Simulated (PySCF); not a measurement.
Compound: C7H16Si2.
SMILES with atom numbers: `[CH2:1]=[C:2]([CH3:3])[C@@H:4]1[CH2:5][SiH2:6][C@@H:7]1[CH2:8][SiH3:9]`

Structure used (GFN2-xTB), in Å, numbered top down from 1:
```xyz
25
C7H16Si2 angstrom
C      1.3058    1.8340    0.8711
C      1.1807    0.5762    0.4704
C      2.0521    0.0289   -0.6222
C      0.1838   -0.3368    1.1187
C      0.7105   -1.7748    1.3576
Si    -0.3910   -2.4807   -0.0308
C     -1.0435   -0.6941    0.2222
C     -1.3874    0.2179   -0.9501
Si    -2.0152    1.9504   -0.4543
H      2.0094    2.5103    0.4139
H      0.7129    2.2402    1.6731
H      2.4543    0.8370   -1.2295
H      1.5071   -0.6596   -1.2624
H      2.8939   -0.5165   -0.1945
H     -0.1412    0.1388    2.0485
H      0.4335   -2.1325    2.3477
H      1.7892   -1.8722    1.2779
H      0.2629   -2.7691   -1.3091
H     -1.2993   -3.5759    0.3109
H     -1.9240   -0.7323    0.8726
H     -2.1675   -0.2815   -1.5314
H     -0.5304    0.3147   -1.6166
H     -0.9657    2.9606   -0.5760
H     -2.5180    1.9192    0.9218
H     -3.1236    2.3220   -1.3416
```

Probes without a nucleus sit at each ring's centroid and 1 Å off its mean plane on both sides; NICS is minus the shielding there, NICSzz its component along the normal. Level: GIAO PBE0/pcSseg-1 (PySCF, non-relativistic, gas phase) on the GFN2-xTB geometry, one conformer.

Ring bond lengths (Å), with Mayer bond orders in brackets: C4–C5 1.550 (0.98), C5–Si6 1.908 (0.94), Si6–C7 1.919 (0.90), C7–C4 1.561 (0.94).

Question: Give the NICS values of each ring in ppm.

Answer: 
```
        ring                                              type  NICS(0)  NICS(1), two faces  NICS(1)zz, two faces  rms pucker (Å)  centre to ring atoms, mean (Å)
C4–C5–Si6–C7  4-membered ring with Si; formal bonds all single      0.1         -1.4 / -0.2             3.4 / 2.0            0.09                            1.22
```

Question: What can be read from them?

Answer: 
- C4–C5–Si6–C7: mean NICS(1)zz 2.7 ppm, near zero. C4, C5, Si6, C7 have four or more neighbours, so the value isn't read as a sign of a π ring current.

Question: At the second NICS(1) probe listed for ring C4–C5–Si6–C7, 1 Å off the ring, how large is the induced field along the normal in 7.05 T applied along it?

Answer: NICSzz × B0 = 2.0 ppm × 7.05 T = 14 μT, along the applied field.

Question: List the ring angles and the Hirshfeld charges of the ring atoms.

Answer: 
- C4–C5–Si6–C7: C4 98.2° (-0.026 e), C5 92.0° (-0.164 e), Si6 75.9° (+0.336 e), C7 91.2° (-0.106 e); sum 357.3° against 360° for a flat convex ring.
